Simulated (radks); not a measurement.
Results of a calculation; reference values are marked as such.
Q: Radial electron density D(r) = 4 pi r^2 rho(r) of an atom or ion with 6 electrons. Code: a radial shooting solver on a logarithmic mesh with Libxc functionals. Model: scalar-relativistic Kohn-Sham, BLYP, spin-polarised, spherical densities, finite nucleus; Fermi nuclear charge, rms radius of each element as measured or else 0.836 A^(1/3) + 0.57 fm.

| r (bohr) | D(r) (e/bohr) | spin D(r) |
|---|---|---|
| 0.002461 | 11.79 | 0.00176 |
| 0.002958 | 15.53 | 0.00424 |
| 0.003585 | 20.43 | 0.00953 |
| 0.004343 | 26.47 | 0.0202 |
| 0.005263 | 33.66 | 0.0412 |
| 0.006326 | 41.47 | 0.0795 |
| 0.007665 | 50.19 | 0.154 |
| 0.009287 | 58.74 | 0.294 |
| 0.01125 | 66.04 | 0.546 |
| 0.01353 | 70.62 | 0.967 |
| 0.01639 | 71.62 | 1.71 |
| 0.01986 | 68.02 | 2.92 |
| 0.02406 | 60.21 | 4.79 |
| 0.02892 | 50.54 | 7.35 |
| 0.03505 | 41.28 | 10.9 |
| 0.04246 | 36.11 | 15.0 |
| 0.05145 | 36.49 | 18.9 |
| 0.06185 | 40.37 | 21.5 |
| 0.07494 | 43.53 | 21.7 |
| 0.0908 | 41.10 | 18.8 |
| 0.11 | 31.93 | 13.6 |
| 0.1322 | 19.99 | 8.07 |
| 0.1602 | 9.260 | 3.61 |
| 0.1942 | 3.052 | 1.17 |
| 0.2352 | 0.6704 | 0.256 |
| 0.2828 | 0.09969 | 0.0385 |
| 0.3426 | 0.007843 | 0.00310 |

What is the nuclear charge?

A: Z = 58. The innermost maximum, from 1s, lies near gamma/Z bohr with gamma = sqrt(1 - (Z/c)^2) = 0.906, here 0.0156 bohr (found: 0.0156), and its height grows with Z. The density is that of the cerium ion Ce52+ in [He] 2s2 2p2; the configuration itself is not fixed sharply by these data, and Z only to a few units. D(r) has 2 maxima, at r = 0.0156, 0.0774 bohr, and minima at 0.0460 bohr, inside which lie 2.22 electrons.
